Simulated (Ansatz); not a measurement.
Job for Ansatz (a first-principles code): R-CCSD(T)/cc-pVDZ on BGeH5O (SMILES O[BH][GeH3]), a point of a torsion scan. The run froze 16 orbitals, filled d shells among them.

Ansatz 0.2 input:
```yaml
crystal:
  periodic: [false, false, false]
  atoms:
    - {symbol: O, position_ang: [1.59367915, 0.76193703, -0.18134369]}
    - {symbol: B, position_ang: [0.87612963, -0.30720631, 0.13248663]}
    - {symbol: Ge, position_ang: [-1.12522679, -0.04090234, -0.00417656]}
    - {symbol: H, position_ang: [2.55190352, 0.71737807, -0.15878514]}
    - {symbol: H, position_ang: [1.38451712, -1.32778701, 0.44135657]}
    - {symbol: H, position_ang: [-1.74793410, -0.58079752, -1.25590924]}
    - {symbol: H, position_ang: [-1.57920927, 1.38272863, -0.00313246]}
    - {symbol: H, position_ang: [-1.96907197, -0.68162762, 1.05535040]}
basis:
  gaussian:
    orbitals: cc-pVDZ
magnetization: {spin_polarized: false}
correlation: {method: ccsd_t, electrons: outside_noble_gas}
scf: {lower_state_search: off}
```

It printed:

```
WARN ansatz: RAYON_NUM_THREADS=1 ignored (pool sized by the plan → 1); use --threads N
Functional definition: HF
these checks for a lower state are left out or cut short: stability, starts, cluster_reference, orbital_swaps, neighbouring_geometries, increment
integrals: 0.07 GiB planned
801 factors; integrals over basis functions are off by at most 1.3e-3 eV
mean field: 0.21 GiB planned
mean field evaluation 1: about -59259.2386 eV, gradient 2.9e1 eV
mean field evaluation 2: about -59259.2863 eV, gradient 2.9e1 eV
mean field evaluation 4: about -59261.3476 eV, gradient 2.8e0 eV
mean field evaluation 8: about -59261.3823 eV, gradient 1.0e-1 eV
mean field -59261.38237465 eV, -2177.8156334605 hartree, gradient 2.7e-6 eV, S^2 0.000000; 0 other end points of the search recorded, 0 dependent functions left out
16 core orbitals not correlated
reference -59261.38237465 eV, -2177.8156334605 hartree; 9, 9 occupied and 55, 55 virtual orbitals, 801 factors
second order -10.14320959 eV of doubles, -0.00000000 eV of singles
coupled cluster: 0.17 GiB planned
cycle   1  -10.83707573 eV  change   -6.9e-1 eV  update   8.6e-2
cycle   2  -11.18911076 eV  change   -3.5e-1 eV  update   2.6e-2
cycle   3  -11.26851206 eV  change   -7.9e-2 eV  update   1.5e-2
cycle   4  -11.26222671 eV  change    6.3e-3 eV  update   4.3e-3
cycle   5  -11.26197490 eV  change    2.5e-4 eV  update   1.4e-3
cycle   6  -11.26192569 eV  change    4.9e-5 eV  update   4.1e-4
cycle   7  -11.26175099 eV  change    1.7e-4 eV  update   1.2e-4
cycle   8  -11.26177250 eV  change   -2.2e-5 eV  update   4.0e-5
cycle   9  -11.26178986 eV  change   -1.7e-5 eV  update   1.1e-5
perturbative correction -0.26941334 eV, -0.0099007577 hartree
Total energy: -59272.91357784 eV, -2178.2393973620 hartree
Checks for a lower state left out: stability, starts, cluster_reference, orbital_swaps, neighbouring_geometries, increment
```

The calculation finished and met its thresholds.

Cost: very roughly 2.3 core-seconds.
